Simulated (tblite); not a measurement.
Compound: C₅H₁₆AsNSi.
Atom-mapped SMILES: `[CH3:1][As:2]([SiH2:3][NH2:4])[C:5]([CH3:6])([CH3:7])[CH3:8]` (hydrogens: H9, H10, H11 on C1; H12, H13 on Si3; H14, H15 on N4; H16, H17, H18 on C6; H19, H20, H21 on C7; H22, H23, H24 on C8)

Computed with GFN2-xTB (tblite), gas phase: L-BFGS steps from a force-field or distance-geometry start until the largest atomic force falls under 0.01 eV/Å.

Step 8: E = -703.6885 eV
```
atom  x, y, z in Å  |  force x, y, z in eV/Å
C1      0.4877   -2.6103   -0.4816    0.121  -0.323  -0.106
As2     0.6746   -0.6723   -0.8980    0.229   0.340   0.162
Si3     2.6361    0.1338    0.1429    0.024   0.275   0.325
N4      2.5810    1.8712    0.4712    0.041  -0.348  -0.114
C5     -1.0417    0.2124   -0.1572   -0.515   0.208   0.265
C6     -1.8785   -0.4850    0.9380   -0.048  -0.111   0.066
C7     -0.8268    1.6910    0.2486    0.024  -0.024  -0.086
C8     -1.8528    0.1434   -1.4693    0.054   0.100   0.134
H9     -0.5415   -2.8888   -0.2671   -0.153   0.207   0.002
H10     0.7443   -3.1155   -1.4191    0.007  -0.010   0.010
H11     1.1050   -3.0873    0.2810    0.115   0.453   0.154
H12     3.3273   -0.4786    1.3195   -0.276   0.198  -0.265
H13     3.5566    0.0036   -1.0145    0.161  -0.220   0.011
H14     3.3636    2.2577    0.9852   -0.148  -0.165  -0.047
H15     2.4543    2.4502   -0.3526   -0.049  -0.143   0.171
H16    -2.9094   -0.6067    0.5939    0.107  -0.052   0.014
H17    -1.5226   -1.4779    1.2137    0.165  -0.006  -0.115
H18    -1.9495    0.0906    1.8649    0.260  -0.013  -0.169
H19    -1.5946    2.3350   -0.1901    0.011  -0.160   0.009
H20    -0.8767    1.8431    1.3301    0.091  -0.197  -0.142
H21     0.1430    2.0728   -0.0718   -0.019  -0.103  -0.124
H22    -1.7455   -0.8669   -1.8762   -0.224   0.067  -0.108
H23    -2.9162    0.3527   -1.3298    0.121   0.124  -0.014
H24    -1.4297    0.8516   -2.1872   -0.099  -0.097  -0.034
```

Step 9: E = -703.7383 eV
```
atom  x, y, z in Å  |  force x, y, z in eV/Å
C1      0.4943   -2.5980   -0.4945    0.129  -0.217  -0.020
As2     0.6633   -0.6687   -0.9091    0.343   0.481   0.086
Si3     2.6353    0.1287    0.1435    0.105   0.112   0.176
N4      2.5892    1.8564    0.4726   -0.059  -0.265  -0.060
C5     -1.0595    0.2102   -0.1613   -0.267   0.154   0.181
C6     -1.8696   -0.4965    0.9441   -0.068  -0.066   0.023
C7     -0.8271    1.6873    0.2433    0.005  -0.058  -0.097
C8     -1.8681    0.1475   -1.4797    0.084   0.101   0.239
H9     -0.5292   -2.8590   -0.2643   -0.363   0.095   0.008
H10     0.7479   -3.1350   -1.4115    0.041   0.017  -0.051
H11     1.1053   -3.0360    0.2884    0.231   0.310   0.222
H12     3.3251   -0.4647    1.3295   -0.289   0.154  -0.256
H13     3.5754   -0.0246   -1.0106    0.031  -0.190   0.126
H14     3.3557    2.2583    0.9945   -0.070  -0.172  -0.018
H15     2.4424    2.4391   -0.3406   -0.059  -0.058   0.068
H16    -2.8984   -0.6181    0.6129   -0.105  -0.079  -0.056
H17    -1.5176   -1.4894    1.2227    0.236  -0.016  -0.175
H18    -1.9344    0.0741    1.8707    0.269   0.083  -0.088
H19    -1.5905    2.3390   -0.1829   -0.095  -0.116  -0.054
H20    -0.8634    1.8425    1.3220    0.082  -0.221  -0.041
H21     0.1392    2.0683   -0.0871    0.016  -0.142  -0.144
H22    -1.7747   -0.8650   -1.8883   -0.185   0.119  -0.077
H23    -2.9313    0.3703   -1.3501    0.169   0.127   0.009
H24    -1.4211    0.8531   -2.1895   -0.180  -0.154  -0.002
```

Step 10: E = -703.7858 eV
```
atom  x, y, z in Å  |  force x, y, z in eV/Å
C1      0.5021   -2.5896   -0.5073    0.049  -0.001   0.118
As2     0.6589   -0.6557   -0.9181    0.335   0.443   0.031
Si3     2.6366    0.1250    0.1465    0.130  -0.136  -0.072
N4      2.5970    1.8379    0.4732   -0.146  -0.046   0.000
C5     -1.0810    0.2105   -0.1623    0.100   0.022   0.018
C6     -1.8623   -0.5089    0.9504   -0.071  -0.004  -0.038
C7     -0.8277    1.6830    0.2366   -0.029  -0.060  -0.070
C8     -1.8818    0.1529   -1.4858    0.064   0.054   0.242
H9     -0.5232   -2.8276   -0.2617   -0.359   0.016  -0.017
H10     0.7525   -3.1540   -1.4052    0.073   0.035  -0.065
H11     1.1103   -2.9795    0.3000    0.257   0.175   0.189
H12     3.3174   -0.4482    1.3348   -0.236   0.060  -0.136
H13     3.5942   -0.0563   -1.0039   -0.078  -0.154   0.221
H14     3.3458    2.2551    1.0031    0.021  -0.158   0.035
H15     2.4293    2.4269   -0.3273   -0.083   0.018  -0.032
H16    -2.8900   -0.6310    0.6306   -0.273  -0.106  -0.079
H17    -1.5079   -1.5011    1.2279    0.274  -0.013  -0.225
H18    -1.9141    0.0597    1.8749    0.240   0.151   0.014
H19    -1.5885    2.3408   -0.1769   -0.183  -0.051  -0.096
H20    -0.8486    1.8374    1.3131    0.077  -0.209   0.060
H21     0.1357    2.0608   -0.1052    0.026  -0.174  -0.161
H22    -1.8071   -0.8602   -1.9014   -0.124   0.155  -0.011
H23    -2.9430    0.3903   -1.3697    0.148   0.140   0.054
H24    -1.4162    0.8516   -2.1917   -0.210  -0.160   0.019
```

**Question.** Estimate the geometry and energy of step 11. (The exact step hangs on the optimiser's Hessian estimate; all steps are aligned on step 10, rigid shifts and turns removed.)

**Answer.** E = -703.8236 eV, largest force 0.382 eV/Å
```
atom  x, y, z in Å  |  force x, y, z in eV/Å
C1      0.5084   -2.5834   -0.5151   -0.041   0.187   0.208
As2     0.6616   -0.6370   -0.9231    0.232   0.261  -0.020
Si3     2.6398    0.1199    0.1477    0.084  -0.257  -0.265
N4      2.6010    1.8226    0.4734   -0.182   0.116   0.054
C5     -1.0970    0.2111   -0.1624    0.354  -0.101  -0.103
C6     -1.8580   -0.5191    0.9548   -0.062   0.046  -0.082
C7     -0.8289    1.6788    0.2301   -0.056  -0.026  -0.022
C8     -1.8918    0.1580   -1.4866    0.024  -0.006   0.158
H9     -0.5237   -2.8012   -0.2602   -0.188  -0.022  -0.057
H10     0.7575   -3.1686   -1.4012    0.079   0.094   0.021
H11     1.1189   -2.9294    0.3127    0.186   0.076   0.073
H12     3.3060   -0.4336    1.3362   -0.143  -0.055   0.044
H13     3.6085   -0.0851   -0.9945   -0.120  -0.126   0.244
H14     3.3374    2.2488    1.0103    0.069  -0.141   0.058
H15     2.4169    2.4167   -0.3166   -0.097   0.078  -0.101
H16    -2.8877   -0.6435    0.6436   -0.291  -0.108  -0.045
H17    -1.4945   -1.5104    1.2271    0.255   0.024  -0.251
H18    -1.8927    0.0509    1.8780    0.184   0.146   0.051
H19    -1.5902    2.3405   -0.1738   -0.205  -0.017  -0.092
H20    -0.8349    1.8288    1.3065    0.073  -0.172   0.094
H21     0.1332    2.0511   -0.1231    0.004  -0.178  -0.161
H22    -1.8359   -0.8531   -1.9120   -0.064   0.141   0.058
H23    -2.9494    0.4094   -1.3839    0.087   0.155   0.118
H24    -1.4163    0.8475   -2.1934   -0.183  -0.114   0.017
```

The energy changes by -0.0378 eV. The first-order estimate −F·Δx gives -0.0525 eV and the mean of the old and new forces, exact on a quadratic surface, -0.0378 eV. The step makes an angle of 66° with the force vector and moves no atom by more than 0.052 Å.

What follows is the cost of the whole relaxation. On Arm Neoverse V2, one thread, on a shared host, this took 1.3 s.
